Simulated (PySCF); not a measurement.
**Radial density of Hf(34+) (hafnium, charge +34)**

PBEsol, [Kr] 4d2, high-spin 3F determinant. Computed with PySCF 2.14 in an even-tempered Gaussian basis (18 s from 3.2 bohr⁻², ratio 2.5; 12 p from 4.1 bohr⁻², ratio 2.5; 9 d from 4.1 bohr⁻², ratio 2.5; 4 f from 17 bohr⁻², ratio 2.7; 3 g from 25 bohr⁻², ratio 2.7), with no relativity, point nucleus.

```json
{"r (bohr)": "0.000297", "4πr²ρ (e/bohr)": "0.2836", "4πr²(ρα − ρβ)": "0.0000"}
{"r (bohr)": "0.000499", "4πr²ρ (e/bohr)": "0.7791", "4πr²(ρα − ρβ)": "0.0000"}
{"r (bohr)": "0.000840", "4πr²ρ (e/bohr)": "2.099", "4πr²(ρα − ρβ)": "0.0000"}
{"r (bohr)": "0.00141", "4πr²ρ (e/bohr)": "5.468", "4πr²(ρα − ρβ)": "0.0000"}
{"r (bohr)": "0.00238", "4πr²ρ (e/bohr)": "13.47", "4πr²(ρα − ρβ)": "-0.0001"}
{"r (bohr)": "0.00400", "4πr²ρ (e/bohr)": "30.19", "4πr²(ρα − ρβ)": "-0.0002"}
{"r (bohr)": "0.00672", "4πr²ρ (e/bohr)": "57.85", "4πr²(ρα − ρβ)": "-0.0004"}
{"r (bohr)": "0.0113", "4πr²ρ (e/bohr)": "86.09", "4πr²(ρα − ρβ)": "-0.0004"}
{"r (bohr)": "0.0190", "4πr²ρ (e/bohr)": "90.52", "4πr²(ρα − ρβ)": "0.0032"}
{"r (bohr)": "0.0320", "4πr²ρ (e/bohr)": "86.62", "4πr²(ρα − ρβ)": "0.0504"}
{"r (bohr)": "0.0538", "4πr²ρ (e/bohr)": "121.5", "4πr²(ρα − ρβ)": "0.4369"}
{"r (bohr)": "0.0905", "4πr²ρ (e/bohr)": "107.4", "4πr²(ρα − ρβ)": "1.8225"}
{"r (bohr)": "0.152", "4πr²ρ (e/bohr)": "110.5", "4πr²(ρα − ρβ)": "1.7495"}
{"r (bohr)": "0.256", "4πr²ρ (e/bohr)": "61.28", "4πr²(ρα − ρβ)": "0.5677"}
{"r (bohr)": "0.431", "4πr²ρ (e/bohr)": "34.88", "4πr²(ρα − ρβ)": "6.1011"}
{"r (bohr)": "0.725", "4πr²ρ (e/bohr)": "4.876", "4πr²(ρα − ρβ)": "0.8698"}
{"r (bohr)": "1.22", "4πr²ρ (e/bohr)": "0.01390", "4πr²(ρα − ρβ)": "0.0035"}
```

A non-relativistic calculation at this Z misses sizeable relativistic shifts. Spin-orbit coupling is strong in this species (close to jj coupling), so the high-spin LS determinant is a model state, not a physical level.
